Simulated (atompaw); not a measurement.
# What one change does to a pseudopotential (Ta (Z = 73), PAW (atompaw))

| Property | Result |
| --- | --- |
| Element | Ta (Z = 73) |
| Generator | atompaw 4.2.0.5 |
| Type | PAW |
| Functional | PBE |
| Relativity | scalar-relativistic |
| Frozen core | [Kr] 4d10 4f14 5s2 |
| Valence charge | 11 |
| Reference configuration | 5p6 5d3 6s2 6p0 |
| Partial waves | 6s (bound): rc 3.00 bohr; 6s channel at 0.05 Ry: rc 3.00 bohr; 5p (bound): rc 2.00 bohr; 6p (bound, empty): rc 2.60 bohr; 5d (bound): rc 3.00 bohr; 5d channel at 1.35 Ry: rc 3.00 bohr |
| Local potential | bessel scheme, radius 2.45 bohr |
| Core correction | smooth core density matched at 1.65 bohr |
| Augmentation charge | sinc compensation charge, radius 2.40 bohr; PAW radius 3.00 bohr; waves and projectors: custom polynom2 7 10 vanderbiltortho |

Change: core [Kr] 4d10 4f14, valence charge 13; reference 5s2 5p6 5d3 6s1 6p0; waves now 5s (bound): rc 1.25 bohr; 6s (bound): rc 1.95 bohr; 5p (bound): rc 2.35 bohr; 6p (bound): rc 2.85 bohr; 5d (bound): rc 2.85 bohr; 5d channel at 1.9 Ry: rc 2.85 bohr; local potential bessel scheme, radius 2.40 bohr; core correction smooth core density matched at 2.60 bohr; augmentation sinc compensation charge, radius 2.80 bohr; PAW radius 2.85 bohr; waves and projectors: custom polynom2 7 10 vanderbiltortho.

Cutoffs: the cutoffs (Ry, on a coarse ladder) from which the occupation-weighted sum of valence levels, in a spherical-Bessel basis at the reference potential, stays within 10 and 1 mRy of its value at 400 Ry; they do not see the model core or the augmentation charge, which bear on the density cutoff.

Task: What does the change do?

Result: The potential gets harder (21 Ry and 35 Ry → 30 Ry and 55 Ry); neither file shows a bound ghost. The added semicore shells are compact, so their waves need more plane waves. Several settings change at once here, so the effects cannot be laid on one of them.

```csv
quantity,base,changed
"cutoff, loose",21 Ry,30 Ry
"cutoff, tight",35 Ry,55 Ry
loose cutoff by channel (10 mRy a level),"s 6 Ry, p 18 Ry, d 10 Ry","s 15 Ry, p 15 Ry, d 12 Ry"
bound ghosts,none,none
lowest overlap eigenvalue by channel,"s 0.63, p 0.52, d 0.91","s 0.58, p 0.71, d 0.91"
```

 The cutoffs see the waves, projectors and local potential, not the compensation charge or the core.
